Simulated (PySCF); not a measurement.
**Spin–spin coupling constants**

Molfile (atoms numbered from 1):
```
C4H4FNOSe
     RDKit          3D

 12 12  0  0  0  0  0  0  0  0999 V2000
   -2.2002    0.2434   -0.1831 C   0  0  0  0  0  0  0  0  0  0  0  0
   -1.0511   -0.5436   -0.4178 O   0  0  0  0  0  0  0  0  0  0  0  0
    0.1050   -0.0352   -0.0038 C   0  0  0  0  0  0  0  0  0  0  0  0
    0.2063    1.1157    0.5889 N   0  0  0  0  0  0  0  0  0  0  0  0
    1.9455    1.4387    0.9851 Se  0  0  0  0  0  2  0  0  0  0  0  0
    2.4319   -0.1886    0.2367 C   0  0  0  0  0  0  0  0  0  0  0  0
    1.3126   -0.8009   -0.2232 C   0  0  0  0  0  0  0  0  0  0  0  0
    1.2723   -1.9811   -0.8182 F   0  0  0  0  0  0  0  0  0  0  0  0
   -3.0439   -0.3100   -0.6120 H   0  0  0  0  0  0  0  0  0  0  0  0
   -2.3561    0.3994    0.8959 H   0  0  0  0  0  0  0  0  0  0  0  0
   -2.1064    1.2303   -0.6617 H   0  0  0  0  0  0  0  0  0  0  0  0
    3.4500   -0.5717    0.1826 H   0  0  0  0  0  0  0  0  0  0  0  0
  1  2  1  0
  2  3  1  0
  3  4  2  0
  4  5  1  0
  5  6  1  0
  6  7  2  0
  7  8  1  0
  7  3  1  0
  1  9  1  0
  1 10  1  0
  1 11  1  0
  6 12  1  0
M  END
```

Method: B3LYP/pcJ-1 (pcSseg-1 on Se) (spin–dipole term only in couplings to heteroatoms)//PBE0-D3(BJ)/def2-SVP, PySCF 2.14.0 with density-fitted response routines; isolated molecule, single conformer, non-relativistic. Couplings are averaged over pairs made equivalent by symmetry, fast rotation or ring inversion, so a value needn't be that of the named pair in this geometry, while other rotamers aren't included; one pair stands for each set, and the list holds a selection of those of at least 0.8 Hz over up to four bonds, among pairs with at least one C or N or F or H atom (others weren't computed). One-bond C–F couplings come out tens of Hz too large with common functionals.

Isotopes: 13C, 19F, 1H, 17O, 15N. Couplings to quadrupolar nuclei such as 17O and 33S are rarely resolved in practice.

```json
{"pair": "C1, O2", "bonds": "1", "J (Hz)": "20.8"}
{"pair": "C1, H9", "bonds": "1", "J (Hz)": "152.0"}
{"pair": "O2, C3", "bonds": "1", "J (Hz)": "23.7"}
{"pair": "C3, N4", "bonds": "1", "J (Hz)": "-1.6"}
{"pair": "C3, C7", "bonds": "1", "J (Hz)": "90.9"}
{"pair": "C6, C7", "bonds": "1", "J (Hz)": "?"}
{"pair": "C6, H12", "bonds": "1", "J (Hz)": "197.3"}
{"pair": "C7, F8", "bonds": "1", "J (Hz)": "-350.2"}
{"pair": "C1, C3", "bonds": "2", "J (Hz)": "?"}
{"pair": "O2, N4", "bonds": "2", "J (Hz)": "1.3"}
{"pair": "O2, C7", "bonds": "2", "J (Hz)": "-14.7"}
{"pair": "O2, H9", "bonds": "2", "J (Hz)": "?"}
{"pair": "C3, C6", "bonds": "2", "J (Hz)": "20.7"}
{"pair": "C3, F8", "bonds": "2", "J (Hz)": "17.3"}
{"pair": "N4, C6", "bonds": "2", "J (Hz)": "?"}
{"pair": "N4, C7", "bonds": "2", "J (Hz)": "?"}
{"pair": "C6, F8", "bonds": "2", "J (Hz)": "?"}
{"pair": "C7, H12", "bonds": "2", "J (Hz)": "-1.0"}
{"pair": "H9, H10", "bonds": "2", "J (Hz)": "?"}
{"pair": "C1, N4", "bonds": "3", "J (Hz)": "-4.5"}
{"pair": "C1, C7", "bonds": "3", "J (Hz)": "2.1"}
{"pair": "O2, C6", "bonds": "3", "J (Hz)": "-1.1"}
{"pair": "C3, H9", "bonds": "3", "J (Hz)": "4.5"}
{"pair": "C3, H12", "bonds": "3", "J (Hz)": "9.9"}
{"pair": "N4, H12", "bonds": "3", "J (Hz)": "?"}
{"pair": "O2, H12", "bonds": "4", "J (Hz)": "-0.9"}
```

Estimate the withheld couplings, with signs.

Results:


- 1J(C6,C7) = 95.3 Hz (bond length 1.356 Å)
- 2J(C1,C3) = -2.3 Hz (angle at O2 116°)
- 2J(O2,H9) = -6.7 Hz (mean over equivalent pairs that range from -16.2 to -1.8 Hz in this conformer)
- 2J(N4,C6) = -2.0 Hz (angle at Se5 90°)
- 2J(N4,C7) = 3.5 Hz (angle at C3 118°)
- 2J(C6,F8) = 11.1 Hz (angle at C7 125°)
- 2J(H9,H10) = -11.3 Hz (mean over equivalent pairs that range from -12.5 to -10.7 Hz in this conformer)
- 3J(N4,H12) = 2.4 Hz (dihedral angle 180°)

Relativistic effects of the heavier atoms present are left out.
